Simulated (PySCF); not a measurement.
PP3SeSeSe nortricyclane, P4Se3.
Bonds: P1–Se2, P1–Se5, P1–Se7, Se2–P3, P3–P4, P3–P6, P4–Se5, P4–P6, P6–Se7.

Method: PySCF, PBE0-D3(BJ)/def2-SVP geometry optimisation, gas phase; density fitting, grid level 1; the optimiser is geomeTRIC in internal coordinates, started from a GFN2-xTB structure with every atom displaced at random (about 0.03 Å).

Step 0: E = -233135.7876 eV
```
atom  x, y, z in Å  |  force x, y, z in eV/Å
P1      0.3718    1.7170   -0.2986   -0.930   0.669  -0.030
Se2    -0.9593    1.2079    1.5112    0.429  -0.361  -0.521
P3     -0.9952   -1.0447    1.2474    0.880   0.171   0.037
P4      1.1412   -1.5413    0.3366   -1.685  -0.550   0.036
Se5     2.1093    0.4050   -0.0126    0.604   0.158   0.176
P6     -0.8117   -1.4337   -0.9331    0.489  -0.015  -0.001
Se7    -0.7643    0.5879   -1.9195    0.213  -0.072   0.303
```

Task: Estimate the geometry and energy of step 1. (The exact step hangs on the optimiser's Hessian estimate; all steps are aligned on step 0, rigid shifts and turns removed.)

Result: E = -233135.9352 eV, largest force 0.800 eV/Å
```
atom  x, y, z in Å  |  force x, y, z in eV/Å
P1      0.3445    1.7615   -0.3117   -0.356   0.007   0.010
Se2    -0.9204    1.1937    1.4836    0.011  -0.041  -0.049
P3     -0.9539   -1.0464    1.2535    0.433   0.030   0.041
P4      1.0910   -1.5672    0.3293   -0.799   0.039  -0.014
Se5     2.0875    0.4137    0.0198    0.422  -0.045   0.055
P6     -0.8082   -1.4398   -0.9342    0.254  -0.003  -0.031
Se7    -0.7486    0.5825   -1.9088    0.035   0.013  -0.013
```

The energy changes by -0.1476 eV. The first-order estimate −F·Δx gives -0.2294 eV and the mean of the old and new forces, exact on a quadratic surface, -0.1462 eV. The step makes an angle of 37° with the force vector and moves no atom by more than 0.057 Å.

The cost below is that of the whole optimisation. Time: 2.5 min of wall time; peak memory 1.0 GiB. Hardware: Arm Neoverse V1, one thread, shared host with 32 logical CPUs at a one-minute load of 9.2.
